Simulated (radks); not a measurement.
Spherical jellium clusters: N electrons in a uniform positive sphere of charge N and radius rs N^(1/3), rs = 3.88 bohr. Calculated with a radial shooting solver with Libxc functionals: non-relativistic Kohn-Sham, PBE, spin-polarised, spherical densities. Levels are named by radial order and angular momentum (1s, 1p, 1d, 2s, ...), and open shells are averaged over m.

N = 3, configuration 1s2 1p(up 1, down 0). This is the lowest configuration that the search found. Occupied and some empty levels:

| level | occupation | eigenvalue (eV) | <r> (bohr) |
|---|---|---|---|
| 1s up | 1 | -4.1088 | 4.279 |
| 1s down | 1 | -3.7622 | 4.063 |
| 1p up | 1 | -2.2048 | 5.648 |
| 1p down | 0 | -1.6818 | 5.690 |
| 1d up | 0 | -0.37806 | 8.445 |

Energy (eV): total -4.48534, kinetic 5.4666, external -49.603, Hartree 23.695, exchange-correlation -10.302, background 26.259.

Electron density:

| r (bohr) | n(r) (e/bohr^3) |
|---|---|
| 0.202 | 0.006343 |
| 0.966 | 0.006182 |
| 1.73 | 0.005790 |
| 2.49 | 0.005137 |
| 3.25 | 0.004240 |
| 4.02 | 0.003192 |
| 4.78 | 0.002157 |
| 5.54 | 0.001297 |
| 6.31 | 0.0007040 |
| 7.07 | 0.0003591 |
| 7.83 | 0.0001780 |
| 8.60 | 0.00008737 |
| 9.36 | 0.00004286 |
| 10.1 | 0.00002109 |
